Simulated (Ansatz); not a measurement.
```yaml
crystal:
  periodic: [false, false, false]
  atoms:
    - {symbol: S, position_ang: [-1.477688, 0.996272, 1.446443]}
    - {symbol: Sn, position_ang: [0.014504, 0.018436, -0.114561]}
    - {symbol: S, position_ang: [1.382166, -1.603981, 0.942211]}
    - {symbol: Cl, position_ang: [-1.261451, -0.847600, -1.841214]}
    - {symbol: Cl, position_ang: [1.420075, 1.557482, -1.122038]}
    - {symbol: H, position_ang: [-2.433322, 1.118106, 0.507662]}
    - {symbol: H, position_ang: [2.416917, -1.306715, 0.135797]}
basis:
  gaussian: {orbitals: def2-TZVPPP}
hamiltonian: {xc: {name: HF}, pseudopotentials: {relativity: scalar}}
correlation: {method: rpa, electrons: outside_noble_gas}
```

```sh
$ ansatz run in.yaml --threads 4 --pin off --events-out ev --progress --plain --max-ram 10444MiB
```

Task: How does Ansatz answer? (Estimate.)

Result: Computed: The program refused the input.
```
Error: <dir> can't be read: No such file or directory (os error 2)
```
